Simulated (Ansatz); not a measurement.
FH$_{6}$N$_{3}$Si, SMILES `N[Si](N)(N)F`. The species carries charge 0 and has multiplicity 1. Geometry: relaxed with PBE0-D4/def2-TZVP. It is one conformer, not always the lowest.

```xyz
11

N    -0.738    0.564   -1.333
Si    0.285   -0.078   -0.137
N     0.569    1.079    1.072
N    -0.392   -1.485    0.530
F     1.690   -0.467   -0.815
H    -0.407    1.149   -2.080
H    -1.608    0.112   -1.548
H     0.128    1.980    1.027
H     1.382    1.070    1.663
H    -0.295   -2.394    0.112
H    -0.613   -1.528    1.509
```

Task: What is the dipole moment at r2SCAN/def2-TZVPP? (Estimate.)

Result: Ansatz gave: 1.32 D, with components (-1.15, 0.31, 0.57) D in this frame, pointing from negative to positive charge.

Task: And with PBE, B3LYP, ωB97M-V? (Best estimate.)

Result: Ansatz gave: PBE 1.32 D, B3LYP 1.33 D, ωB97M-V 1.30 D.

Task: Give the Mulliken charges with r2SCAN, ωB97M-V, PBE in def2-TZVPP. (Best estimate.)

Result: Ansatz gave: 
```json
{"atom": "N1", "r2SCAN": "-0.47", "ωB97M-V": "-0.37", "PBE": "-0.40"}
{"atom": "Si2", "r2SCAN": "0.76", "ωB97M-V": "0.72", "PBE": "0.56"}
{"atom": "N3", "r2SCAN": "-0.47", "ωB97M-V": "-0.37", "PBE": "-0.40"}
{"atom": "N4", "r2SCAN": "-0.47", "ωB97M-V": "-0.38", "PBE": "-0.40"}
{"atom": "F5", "r2SCAN": "-0.34", "ωB97M-V": "-0.33", "PBE": "-0.30"}
{"atom": "H6", "r2SCAN": "0.16", "ωB97M-V": "0.12", "PBE": "0.15"}
{"atom": "H7", "r2SCAN": "0.17", "ωB97M-V": "0.13", "PBE": "0.16"}
{"atom": "H8", "r2SCAN": "0.17", "ωB97M-V": "0.13", "PBE": "0.16"}
{"atom": "H9", "r2SCAN": "0.16", "ωB97M-V": "0.12", "PBE": "0.15"}
{"atom": "H10", "r2SCAN": "0.16", "ωB97M-V": "0.12", "PBE": "0.15"}
{"atom": "H11", "r2SCAN": "0.17", "ωB97M-V": "0.13", "PBE": "0.16"}
```

B3LYP here is the variant with VWN-RPA as its local correlation; programs differ in this.
